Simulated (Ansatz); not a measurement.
Basis sets compared for Rb₃Br₃⁺ (the lowest doublet isomer of a short search). The state is a doublet with charge 1. Geometry PBE-D4/def2-SVP. Ansatz on 4 threads of Arm Neoverse V2 on a shared host; times are rough, and most runs start from earlier orbitals.

```
atom   x (Å)   y (Å)   z (Å)
 Rb1  -1.772  -3.751   1.189
 Rb2   2.958   0.268  -1.296
 Rb3  -1.498   2.883   0.317
 Br4   1.409   3.018  -0.947
 Br5   0.757  -1.928   0.086
 Br6  -1.854  -0.491   0.650
```

In the def2 sets Rb takes a core potential; there is no spin–orbit coupling. At PBE-D4/def2-SVP, PBE-D4/def2-TZVP the gap within one spin of the charge 1 doublet nearly closes, so an electron or hole may be smeared out by delocalisation error. The structure comes from a short search, and lower isomers may exist.

```tsv
level	functions	energy (Eh)	HOMO (eV)	LUMO (eV)	wall time
PBE-D4/def2-SVP	168	-7792.7596	-7.83	-7.83	17 s
PBE0-D4/def2-SVP	168	-7793.0302	-8.63	-7.35	11 s
```

(1) Estimate the rows for PBE-D4/def2-TZVP (with forces), PBE0-D4/def2-TZVP.

Results:

(1) 
```csv
level,functions,energy (Eh),HOMO (eV),LUMO (eV),wall time
PBE-D4/def2-TZVP (with forces),243,-7793.6895,-7.92,-7.91,31 s
PBE0-D4/def2-TZVP,243,-7793.9588,-8.78,-7.36,22 s
```
